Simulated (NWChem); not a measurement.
CH3FO3Si; SMILES O=CO[Si@@H](O)F

```xyz
9

O     -0.3750    -1.8825     0.8680
C      0.6397    -1.7014     0.2307
O      0.9488    -0.5828    -0.4418
Si    -0.0637     0.7895    -0.4775
O     -1.6234     0.3607    -0.2851
F      0.4740     1.7374     0.6969
H      1.4351    -2.4522     0.1299
H      0.1545     1.4499    -1.7665
H     -1.7201    -0.4169     0.2968
```
Atoms are numbered in this order, from 1.

Program: NWChem. Pople sets run with spherical d functions. Geometry: optimised at B3LYP/6-31G* (spherical d). Level: B3LYP/6-31G* with SMD (1 M gas to 1 M solution), gas-phase geometry. Reactions with the solvent are ignored.

Task: Predict the results for solvent water. Quantities: solvation free energy (kcal/mol); cavity-dispersion-structure term (kcal/mol); dipole in solution (D).

Result: The solvation free energy (kcal/mol) is -3.1, the cavity-dispersion-structure term (kcal/mol) is 4.7 and the dipole in solution (D) is 2.41.
